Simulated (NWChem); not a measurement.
Species: Al$_{2}$, triplet; SMILES [Al][Al]

Computed with NWChem. Pople sets run with spherical d functions. Spin-unrestricted. Structure relaxed at the PBE0/def2-SVP, spin-unrestricted level. No stability test was run on the SCF state.

For level LC-wPBE (HJS exchange hole, range parameter 0.4 per bohr)/6-31G*:

```
Property                                                     Result
-----------------------------------------------------------  ------
highest occupied level (eV)                                   -6.93
lowest empty minus highest occupied level, either spin (eV)    5.57
```

Estimate the same quantities for level PBE/6-31G*.

highest occupied level (eV): -4.13
lowest empty minus highest occupied level, either spin (eV): 0.34
